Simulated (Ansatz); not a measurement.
Consider the ligand exchange at the Si–O bond: `CO[Si](F)(Cl)SC` + HCl → `CS[Si](F)(Cl)Cl` + CH₃OH.

Gas-phase electronic energies from Ansatz, PBE0-D4/def2-TZVP geometries. CCSD(T)/CBS adds triple-zeta CCSD(T) − MP2 to the extrapolated MP2 energy (def2 sets, frozen cores). This one scheme is used for every species. DFT in def2-TZVPP. B3LYP here is the variant with VWN-RPA as its local correlation; programs differ in this. One conformer a species, not always the lowest.

(1) Is it downhill or uphill in electronic energy at CCSD(T)/CBS, and by how much? (Estimate.)

(2) What do these levels give: PBE-D4, ωB97M-V, PBE, B3LYP, SCS-MP2/def2-TZVPP, CCSD/CBS(def2)? (Estimate.)

Largest T1 diagnostic among the species: 0.011.

Answers

(1) Computed: Uphill: ΔE = +16.8 kJ/mol.

(2) Ansatz gave: PBE-D4 6.4, ωB97M-V 15.2, PBE 4.4, B3LYP 15.2, SCS-MP2/def2-TZVPP 19.3, CCSD/CBS(def2) 18.0 kJ/mol.

In def2-TZVPP, CCSD(T) changes the Hartree–Fock value by −3.1 kJ/mol (the triples alone add −1.3 kJ/mol) and MP2 by −7.8 kJ/mol.
